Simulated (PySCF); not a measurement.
A structure optimised at PBE0-D3(BJ)/def2-SVP, used in a PySCF frequency run:

```xyz
15

F      2.0111    -0.4587    -0.9360
C      1.5700    -0.2401     0.3380
C      0.6543    -1.3660     0.7803
C     -0.6764    -1.1043     0.0814
F     -0.7836    -1.8187    -1.0494
F     -1.7214    -1.4093     0.8656
C     -0.6940     0.4246    -0.2689
F     -1.7530     1.0340     0.2643
F     -0.7019     0.6032    -1.5904
C      0.6321     0.9663     0.3200
F      1.1084     2.0040    -0.3616
F      0.4084     1.3394     1.5971
H      2.4292    -0.0638     1.0032
H      0.4924    -1.3084     1.8653
H      1.0510    -2.3558     0.5207
```
Charge 0, spin multiplicity 1.

### Question
Write its SMILES and formula.

### Answer
FC1CC(F)(F)C(F)(F)C1(F)F, C5H3F7

### Question
What are its rotational constants (standard atomic weights)?

### Answer
1.2443, 0.97033, 0.83745 GHz
